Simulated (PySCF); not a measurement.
The numbers below are computed, except where a source is named.
CH8FOSi3

The system: CH8FOSi3, a small molecule (built as: Si site whose three back bonds go to OSiH3, CH2SiH3, F); neutral, doublet. The structure, one conformer, was relaxed in the gas phase by PBE0-D3(BJ)/def2-SVP. No frequency run checks that it is a minimum.

SMILES: F[Si](C[SiH3])O[SiH3]

Coordinates in Å:
```
Si1     1.054   -0.704   -1.105
O2     -0.380   -1.310   -0.578
Si3    -1.455   -1.934    0.524
C4      0.935    1.164   -1.209
Si5     0.470    1.969    0.437
F6      2.180   -1.050    0.025
H7     -2.691   -1.100    0.513
H8     -1.804   -3.330    0.133
H9     -0.855   -1.929    1.889
H10     0.184    1.426   -1.973
H11     1.905    1.565   -1.548
H12    -0.795    1.370    0.962
H13     0.259    3.439    0.259
H14     1.554    1.751    1.439
```

EPR values by unrestricted B3LYP, IGLO-III on C F O Si, pcH-1 on H.

**Question.** Predict g and the largest hyperfine couplings. Where does the spin sit?

**Answer.** g = 2.0004, 2.0021, 2.0022. The spin sits on Si1 (82 %, bonded to 1 C + 1 F + 1 O) by Mulliken populations.
```
atom  isotope  isotropic (MHz)  dipolar, principal values (MHz)
 Si1     29Si           -900.0               -126.5, 62.3, 64.2
  F6      19F            229.0            -110.8, -105.3, 216.1
  C4      13C             94.6               -11.5, -11.4, 22.9
  O2      17O            -69.6                  -18.0, 8.4, 9.6
 Si5     29Si            -20.7                   -8.3, 3.8, 4.5
 H13       1H             17.6                  -1.4, -0.4, 1.8
```

**Question.** How do the isotropic couplings move with BHandHLYP?

**Answer.** Si1 -900.0 to -934.7 MHz, F6 229.0 to 255.2 MHz, C4 94.6 to 94.9 MHz, O2 -69.6 to -70.1 MHz.
